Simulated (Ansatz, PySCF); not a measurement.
C2H8Si, SMILES C[SiH2]C. Atoms are numbered in the order given.

```xyz
11

Si     0.0561    -0.5635    -0.4690
C      1.4664     0.6041    -0.0367
C     -1.5109    -0.1165     0.4711
H      0.4526    -1.9710    -0.1416
H     -0.2095    -0.5044    -1.9426
H      1.2080     1.6458    -0.2876
H      2.3847     0.3438    -0.5866
H      1.6966     0.5640     1.0405
H     -2.3379    -0.7991     0.2187
H     -1.8365     0.9090     0.2318
H     -1.3484    -0.1731     1.5598
```

Geometry: r2SCAN-D4/def2-SVP. The isomer is the one that the SMILES or the coordinates give; other isomers of the formula were not compared.

Two levels are set side by side: PBE-D3(BJ)/def2-SVP (Ansatz, a quantum-chemistry and plane-wave program) and r2SCAN-D4/def2-SVP (PySCF). Each level has its own optimised geometry; the coordinates shown are those of the second. Frequencies come from the Hessian of PySCF at each geometry. Differences are taken from unrounded values.

| quantity | r2SCAN-D4 |
|---|---|
| mean bond length (Å) | 1.337 |
| bond Si1–C2 (Å) | 1.881 |
| bond Si1–C3 (Å) | 1.881 |
| bond Si1–H4 (Å) | 1.498 |
| bond Si1–H5 (Å) | 1.498 |
| bond C2–H6 (Å) | 1.102 |
| bond C2–H7 (Å) | 1.102 |
| bond C2–H8 (Å) | 1.102 |
| bond C3–H9 (Å) | 1.102 |
| bond C3–H10 (Å) | 1.102 |
| bond C3–H11 (Å) | 1.102 |
| highest harmonic wavenumber (cm⁻¹) | 3143 |
| mean harmonic wavenumber (cm⁻¹) | 1457 |
| zero-point energy (kcal/mol) | 56.23 |

Problem. What does PBE-D3(BJ) give, and how far is it from r2SCAN-D4? (An estimate is asked for; the answer gives what the named calculation found.)

Solution. 
```tsv
quantity	PBE-D3(BJ)	PBE-D3(BJ) minus r2SCAN-D4
mean bond length (Å)	1.346	0.008
bond Si1–C2 (Å)	1.892	0.011
bond Si1–C3 (Å)	1.892	0.011
bond Si1–H4 (Å)	1.509	0.011
bond Si1–H5 (Å)	1.509	0.011
bond C2–H6 (Å)	1.109	0.007
bond C2–H7 (Å)	1.109	0.007
bond C2–H8 (Å)	1.109	0.007
bond C3–H9 (Å)	1.109	0.007
bond C3–H10 (Å)	1.109	0.007
bond C3–H11 (Å)	1.109	0.007
highest harmonic wavenumber (cm⁻¹)	3078	-64
mean harmonic wavenumber (cm⁻¹)	1421	-36
zero-point energy (kcal/mol)	54.84	-1.39
```
